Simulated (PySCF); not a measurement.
## Vanadium: a sound run and one with changed settings

Sound run: V⁺ [Ar] 3d4, V²⁺ [Ar] 3d3. All numbers are calculated (PySCF 2.14, the spin-free X2C one-electron Hamiltonian (Gaussian nucleus), in x2c-TZVPall (6s5p4d1f, 48 functions)). The sound run starts from symmetry-adapted Hartree-Fock orbitals and uses a fine grid where one is needed.

A second run was set up differently.

```json
{"species": "V⁺", "method": "UHF", "sound run (hartree)": "-947.90607", "changed run (hartree)": "-947.92121", "converged": "no"}
{"species": "V⁺", "method": "LDA", "sound run (hartree)": "-946.71476", "changed run (hartree)": "-946.64328", "converged": "no"}
{"species": "V⁺", "method": "r2SCAN", "sound run (hartree)": "-948.89289", "changed run (hartree)": "-948.87853", "converged": "no"}
{"species": "V²⁺", "method": "UHF", "sound run (hartree)": "-947.42072", "changed run (hartree)": "-947.42072", "converged": "no"}
{"species": "V²⁺", "method": "LDA", "sound run (hartree)": "-946.13719", "changed run (hartree)": "-946.13719", "converged": "no"}
{"species": "V²⁺", "method": "r2SCAN", "sound run (hartree)": "-948.34742", "changed run (hartree)": "-948.34742", "converged": "no"}
```

What was changed?
A. too few SCF iterations
B. level shift left on
C. minimal basis
D. all electrons correlated in a valence basis

A. It used initial guess minao, at most 5 SCF cycles. The SCF was stopped early; the energies are upper bounds that still move, and correlated levels were skipped or rest on poor orbitals.
